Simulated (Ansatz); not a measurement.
Geometry optimisation, Ansatz 0.2.0, RKS PBE0/def2-SVP.

Input file:

```yaml
crystal:
  periodic: [false, false, false]
  atoms:
    - { symbol: Sn, position_ang: [0.414195, -0.228264, -0.434566] }
    - { symbol: O, position_ang: [-0.519699, -0.246551, 2.584495] }
    - { symbol: H, position_ang: [-1.064432, -1.024012, 2.756615] }
    - { symbol: H, position_ang: [1.306656, -0.386564, -1.894778] }
    - { symbol: H, position_ang: [0.05964, 1.414798, -0.157259] }
    - { symbol: H, position_ang: [-1.003024, -1.176834, -0.550981] }
    - { symbol: H, position_ang: [1.413053, -0.855889, 0.836963] }
    - { symbol: H, position_ang: [0.36001, -0.624084, 2.358312] }
basis:
  gaussian: { orbitals: def2-SVP }
hamiltonian:
  xc: pbe0
relax:
  f_tol: 0.03
  max_steps: 50
```

Launched with:

```bash
$ ansatz run input.yaml --threads 1 --pin off --max-ram 2048MiB --backend cpu --events-out ev --progress --plain --runs-dir out
```

Question: Where does it end, and by what steps?

Answer: The run converged. The force dipped under the threshold on the way, but the program's further checks kept it going. After 10 steps the energy has fallen by 0.064 eV; H8 moved furthest, 0.62 Å.

```json
{"step": "0", "energy less start (eV)": "0.0000", "largest force component (eV/Å)": "0.837", "accepted": "yes"}
{"step": "1", "energy less start (eV)": "-0.0257", "largest force component (eV/Å)": "0.853", "accepted": "yes"}
{"step": "2", "energy less start (eV)": "0.0321", "largest force component (eV/Å)": "2.358", "accepted": "no"}
{"step": "3", "energy less start (eV)": "-0.0395", "largest force component (eV/Å)": "0.726", "accepted": "yes"}
{"step": "4", "energy less start (eV)": "-0.0498", "largest force component (eV/Å)": "0.320", "accepted": "yes"}
{"step": "5", "energy less start (eV)": "-0.0594", "largest force component (eV/Å)": "0.129", "accepted": "yes"}
{"step": "6", "energy less start (eV)": "-0.0614", "largest force component (eV/Å)": "0.242", "accepted": "yes"}
{"step": "7", "energy less start (eV)": "-0.0636", "largest force component (eV/Å)": "0.013", "accepted": "yes"}
{"step": "8", "energy less start (eV)": "-0.0593", "largest force component (eV/Å)": "0.466", "accepted": "no"}
{"step": "9", "energy less start (eV)": "-0.0639", "largest force component (eV/Å)": "0.053", "accepted": "yes"}
{"step": "10", "energy less start (eV)": "-0.0640", "largest force component (eV/Å)": "0.004", "accepted": "yes"}
```

```xyz
8
Properties=species:S:1:pos:R:3
Sn 0.478 -0.253 -0.449
O -0.596 -0.245 2.482
H -1.119 -1.055 2.471
H 1.096 -0.338 -2.055
H 0.159 1.381 -0.082
H -0.940 -1.210 -0.399
H 1.680 -0.906 0.583
H 0.209 -0.501 2.947
```

Whether the end is a true minimum wasn't checked by a vibrational analysis.

Run time: 46 s on 1 thread of Arm Neoverse N1, with other jobs on the host, peak memory 0.13 GiB.
